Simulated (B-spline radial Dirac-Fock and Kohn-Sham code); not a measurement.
Z = 56 (barium), transition energy 500 keV. The computed values come from a radial finite-basis atomic code: a Dirac-Hartree-Slater potential of the neutral atom with a Latter tail (no hole, which puts coefficients of high multipoles low close above an edge), finite nucleus with surface currents. Subshells that would emit electrons below 1 keV are left out.

Question: A pure transition shows α(K) = 0.271, L1/L2 = 5.92 and L1/L3 = 5.35. What is its multipolarity?
A. M3
B. M4
C. E2
D. E1
E. E3
F. M1
G. E4
H. M2

Answer: B. For comparison, α(K), L1/L2, L1/L3 are E1 0.00282, 20.6, 16.6; E2 0.00831, 5.10, 7.54; E3 0.0220, 1.81, 3.84; E4 0.0568, 0.892, 2.25; M1 0.0114, 20.2, 86.1; M2 0.0364, 12.3, 38.0; M3 0.101, 8.18, 12.0.
